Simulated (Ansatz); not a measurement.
Computed with Ansatz on PBE0-D4/def2-TZVP structures; ΔE is electronic, products minus reactants. CBS: MP2 limit from def2 TZ/QZ plus the TZ coupled-cluster correction, frozen cores. This one scheme is used for every species. DFT in def2-TZVPP. B3LYP here is the variant with VWN-RPA as its local correlation; programs differ in this. Each species was taken in one conformer, which may not be the lowest.

Consider the substitution at a C–C bond: `C=C([SiH3])CF` + `BS` → `BSC(=C)[SiH3]` + fluoromethane.

```csv
level,ΔE (kcal/mol),difference from CCSD(T)/CBS
PBE-D4,0.6,-0.8
r2SCAN-D4,1.7,0.3
PBE0-D4,1.4,0.0
B3LYP-D4,1.1,-0.3
ωB97X-V,3.0,1.6
ωB97M-V,2.8,1.4
B2PLYP,2.2,0.8
PBE,1.7,0.3
r2SCAN,1.9,0.5
PBE0,2.4,1.0
B3LYP,3.0,1.6
HF/def2-TZVPP,5.5,4.1
MP2/def2-TZVPP,0.7,-0.7
SCS-MP2/def2-TZVPP,1.5,0.1
CCSD/def2-TZVPP,3.3,1.9
CCSD(T)/def2-TZVPP,2.3,0.9
HF/def2-QZVPP,5.3,3.9
MP2/def2-QZVPP,0.1,-1.3
SCS-MP2/def2-QZVPP,1.0,-0.4
HF/CBS(def2),5.3,3.9
MP2/CBS(def2),-0.2,-1.6
CCSD/CBS(def2),2.4,1.0
CCSD(T)/CBS,1.4,0
```

Largest T1 diagnostic among the species: 0.015.

In def2-TZVPP, CCSD(T) changes the Hartree–Fock value by −3.2 kcal/mol (the triples alone add −1.0 kcal/mol) and MP2 by −4.8 kcal/mol. From PBE to PBE0 (25 % exact exchange), in def2-TZVPP and without D4, ΔE moves by +0.7 kcal/mol. The D4 term adds −1.8 kcal/mol with B3LYP and −1.0 kcal/mol with PBE0; it sums over pairs of atoms, weighted by their polarisabilities, and B3LYP, whose exchange is more repulsive, gets the larger term.
